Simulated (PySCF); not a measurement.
CHF2, charge -1, singlet, at a GFN2-xTB geometry (in this run its highest filled SCF level lies above zero, so its values depend strongly on the basis, on diffuse functions most of all). Base run: PySCF with CAMB3LYP/def2-SV(P).

The PySCF input:
```python
from pyscf import gto, scf, dft

mol = gto.Mole()
mol.atom = '''
    C    -0.12204909   -0.00422136    0.64509125
    F    -0.02347795    1.13289904   -0.27210005
    F     0.00314120   -1.13074558   -0.28187669
    H     0.91532526    0.00594698    1.11524321
'''
mol.basis = 'def2-sv(p)'
mol.charge = -1
mol.verbose = 3
mol.build()

mf = dft.RKS(mol)
mf.xc = 'camb3lyp'
mf.kernel()
```

Variants of this job, named by their change:

| change | ΔE vs base (µEh) | grid points | electrons on the grid |
|---|---|---|---|
| base | 0.0 | 52456 | 26.00001 |
| grids.level = 2 | 1.8 | 39792 | 26.00001 |
| grids.radi_method = mura_knowles | 0.0 | 50296 | 26.00001 |
| grids.becke_scheme = stratmann | -5.8 | 52456 | 26.00001 |
| grids.radi_method = delley | 0.1 | 56200 | 26.00001 |
| grids.prune = off | 2.1 | 83056 | 26.00000 |
| grids.level = 5 | 0.0 | 154280 | 26.00000 |
| grids.level = 7 | 0.3 | 314664 | 26.00000 |
| grids.atom_grid = (75, 302) | 0.0 | 57480 | 26.00001 |
| grids.level = 1 | -9.3 | 18256 | 26.00005 |
| grids.level = 4 | -0.2 | 101992 | 26.00000 |
